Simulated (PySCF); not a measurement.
H3N.

```xyz
4

N      0.0000     0.0000     0.1117
H      0.8165    -0.4714    -0.2605
H     -0.8165    -0.4714    -0.2605
H      0.0000     0.9428    -0.2605
```

Geometry: B3LYP-D3(BJ)/def2-TZVP.

Calculation: PySCF with B3LYP/pcSseg-1. Non-relativistic, no solvent.

Question: Give the absolute GIAO shielding of each atom: isotropic value and principal components (ppm). (An estimate is asked for; the answer gives what the named calculation found.)

Answer: 
| atom | σ(iso) | σ11 | σ22 | σ33 | span |
|---|---|---|---|---|---|
| N1 | 265.5 | 223.9 | 286.3 | 286.3 | 62.4 |
| H2 | 31.8 | 26.1 | 26.9 | 42.4 | 16.3 |
| H3 | 31.8 | 26.1 | 26.9 | 42.4 | 16.3 |
| H4 | 31.8 | 26.1 | 26.9 | 42.4 | 16.3 |
